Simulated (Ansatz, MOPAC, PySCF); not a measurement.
Scan of H3Ge, doublet: umbrella (inversion) coordinate, bond length relaxed. Scanned: angle between the Ge-H bonds and the threefold axis (90 = planar). Other coordinates (Ge-H bond length) were minimised at B3LYP/def2-TZVP.

Levels of theory: UKS-BP86/6-31G* = unrestricted BP86/6-31G*, spherical d (PySCF); PM3, unrestricted, heats of formation (MOPAC); PM6, unrestricted, heats of formation (MOPAC); FCI/cc-pVDZ = full CI/cc-pVDZ, cores with 3d frozen in Ansatz (an electronic-structure program).

Energies relative to the lowest point of each profile, in eV; the last columns give the difference from FCI:

```
a / °   UKS-BP86/6-31G*    PM3    PM6  FCI/cc-pVDZ  UKS-BP86/6-31G* − FCI/cc-pVDZ  PM3 − FCI/cc-pVDZ  PM6 − FCI/cc-pVDZ
------  ---------------  -----  -----  -----------  -----------------------------  -----------------  -----------------
93.28             0.206  0.000  0.000        0.226                         -0.020             -0.226             -0.226
96.52             0.163  0.005  0.031        0.173                         -0.010             -0.168             -0.142
99.48             0.110  0.015  0.079        0.111                         -0.001             -0.096             -0.032
102.30            0.059  0.031  0.142        0.055                          0.004             -0.024              0.086
104.59            0.026  0.051  0.206        0.021                          0.004              0.030              0.185
108.01            0.000  0.095  0.327        0.000                          0.000              0.095              0.327
111.13            0.012  0.155  0.467        0.022                         -0.009              0.134              0.445
113.52            0.049  0.217  0.594        0.069                         -0.020              0.148              0.525
116.46            0.132  0.312  0.777        0.168                         -0.036              0.144              0.610
119.71            0.275  0.445  1.017        0.333                         -0.058              0.112              0.684
122.83            0.469  0.600  1.287        0.551                         -0.082              0.049              0.736
125.91            0.717  0.775  1.592        0.825                         -0.108             -0.051              0.767
128.73            0.999  0.947  1.906        1.131                         -0.132             -0.184              0.775
132               1.396  1.145  2.310        1.552                         -0.156             -0.407              0.758
```

UKS-BP86/6-31G* is furthest from FCI/cc-pVDZ at 132 (-0.156 eV, below); its mean absolute difference over the points is 0.046 eV.

PM3 is furthest from FCI/cc-pVDZ at 132 (-0.407 eV, below); its mean absolute difference over the points is 0.133 eV.

PM6 is furthest from FCI/cc-pVDZ at 128.73 (0.775 eV, above); its mean absolute difference over the points is 0.450 eV.

The scan ran from 90.0 to 132.0; beyond the range shown the relaxed coordinates jump or full CI changes its symmetry label.
